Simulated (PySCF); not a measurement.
SMILES C(=C)[Si](C)(C=C)CC (C7H14Si), singlet at its GFN2-xTB optimised geometry (Å):

```
22

C     -2.3463     1.9431     0.1340
C     -1.0808     1.5790     0.0000
Si    -0.4769    -0.2171     0.0000
C     -1.1405    -1.1429     1.5321
C     -1.1123    -1.0617    -1.5751
C     -0.8870    -2.3263    -1.8944
C      1.4375    -0.2171     0.0000
C      2.0439     0.3524     1.2783
H     -2.6635     2.9753     0.1208
H     -3.1314     1.2157     0.2640
H     -0.3397     2.3592    -0.1294
H     -0.7467    -2.1538     1.5808
H     -2.2233    -1.2144     1.5053
H     -0.8678    -0.6346     2.4521
H     -1.7077    -0.4625    -2.2534
H     -1.2702    -2.7780    -2.7975
H     -0.3038    -2.9753    -1.2611
H      1.8043    -1.2342    -0.1435
H      1.8006     0.3597    -0.8524
H      1.7594    -0.2490     2.1382
H      3.1314     0.3676     1.2200
H      1.6988     1.3698     1.4483
```

Method: PBE0/def2-SVP (PySCF). Cells within 0.4 Å of a nucleus heavier than hydrogen are left out (blank, or x).

Map of the deformation density (molecule minus spherical neutral atoms) (e/bohr³) on the plane z = 0.0 Å:

```
|111111111111111111111111111|
|111111111111111111111111111|
|111111111111111111111111111|
|111111111111111111111111111|
|111111000111111111111111111|
|111110000000011111111111111|
|111100262000000111111111111|
|111100382002300111111111111|
|1111001xx526810011111111111|
|1111015xx9xx310000011111111|
|1111016312xx200000000111111|
|111100100036310000000111111|
|111100000012101101000011111|
|111111000000x145xx000011111|
|111111100000x145xx000111111|
|111111110000001248300111111|
|111111110000000025200111111|
|111111110000000000001111111|
|111111111000000100011111111|
|111111111100001111111111111|
|111111111111111111111111111|
|111111111111111111111111111|
|111111111111111111111111111|
|111111111111111111111111111|
|111111111111111111111111111|
|111111111111111111111111111|
|111111111111111111111111111|
```
Scale: ten equal steps from -0.015 (start of '0') to 0.108 (end of '9'), in the order '0123456789'; x runs from -5.50 to 5.50, y from -5.50 (bottom) to 5.50 (top).
